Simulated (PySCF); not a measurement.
This PySCF input asks for the NMR shieldings of `InChI=1S/C5H8F3PS/c1-2-3-9(10)5(8)4(6)7/h9H,2-3H2,1H3`; the geometry comes from GFN2-xTB.

```python
import basis_set_exchange as bse
import numpy as np
from pyscf import gto, dft
from pyscf.prop import nmr

atoms = """
C    -2.449773    0.589990   -0.027469
C    -1.844818   -0.596251    0.708058
C    -0.361069   -0.375722    0.978903
P     0.555168   -0.181161   -0.602513
S     0.242475   -1.470369   -1.998635
C     2.295916   -0.176136   -0.009241
F     2.604714   -1.090681    0.922662
C     3.247486    0.531350   -0.608166
F     2.941916    1.426250   -1.537949
F     4.541778    0.520655   -0.360847
H    -2.308349    1.511394    0.534685
H    -1.974346    0.698182   -1.004683
H    -3.514887    0.441116   -0.184430
H    -2.363982   -0.760055    1.654529
H    -1.961685   -1.495888    0.097962
H    -0.191483    0.509344    1.598208
H     0.072996   -1.248329    1.480837
H     0.459184    1.172628   -0.933547
"""
names = dict.fromkeys(["C", "P", "S", "F", "H"], "pcSseg-1")
basis = {el: gto.basis.parse(bse.get_basis(n, elements=[el], fmt="nwchem")) for el, n in names.items()}
mol = gto.M(atom=atoms, basis=basis, charge=0, verbose=0)
mf = dft.RKS(mol, xc="PBE0")
mf.grids.level = 2
mf.grids.alignment = dft.numint.BLKSIZE   # the property module wants whole blocks of grid points
mf.conv_tol = 1e-9
mf.kernel()

calc = nmr.RKS(mf)   # GIAO
C = mf.mo_coeff
Co = C[:, mf.mo_occ > 0]
resp = mf.gen_response(singlet=True, hermi=2)
def vind(x):   # induced exchange potential for any number of trial vectors
    d = np.einsum("pi,xij,qj->xpq", C, 2 * x.reshape(-1, C.shape[1], Co.shape[1]), Co, optimize=True)
    return np.einsum("xpq,pi,qj->xij", resp(d - d.transpose(0, 2, 1)), C, Co, optimize=True).ravel()
mo1, _ = nmr.rhf.solve_mo1(calc, with_cphf=vind)
sigma = calc.kernel(mo1)
for i, s in enumerate(sigma):   # ppm
    print("%2d %-2s %9.2f" % (i, mol.atom_pure_symbol(i), np.trace(s) / 3))
```

**Question.** What does it print?

**Answer.** 
```
 0 C     171.00
 1 C     169.00
 2 C     152.48
 3 P     335.16
 4 S     783.13
 5 C      47.86
 6 F     385.08
 7 C      17.29
 8 F     284.24
 9 F     258.24
10 H      31.04
11 H      30.32
12 H      30.42
13 H      29.94
14 H      29.46
15 H      30.04
16 H      29.29
17 H      23.90
```

These numbers come from an equivalent density-fitted implementation of the same equations, which agrees with the script to about 0.01 ppm for H and up to a few tenths of a ppm for heavy atoms, so last digits may differ.

**Question.** Turn these shieldings into chemical shifts. Referencing at the same level of theory: $^{13}$C (σ = 186.93 ppm), $^{1}$H (σ = 31.72 ppm) vs TMS; H3PO4 for $^{31}$P (σ = 318.38 ppm); $^{33}$S (σ = 503.73 ppm) against CS2; $^{19}$F (σ = 170.95 ppm) against CFCl3.

**Answer.** Averaging equivalent atoms: C 7: 169.6; C 5: 139.1; C 2: 34.4; C 1: 17.9; C 0: 15.9; P 3: -16.8; S 4: -279; F 9: -87.3; F 8: -113.3; F 6: -214.1; H 17: 7.81; H 16: 2.42; H 14: 2.25; H 13: 1.78; H 15: 1.68; H 10/11/12: 1.12 ppm. Unscaled 19F shifts against computed CFCl3 carry errors that often reach 10 to 50 ppm. Experimental scales use liquid or dissolved standards, which lie at an offset from isolated H3PO4.

Size and cost of the density-fitted run: 224 basis functions, about 2.1 core-minutes.
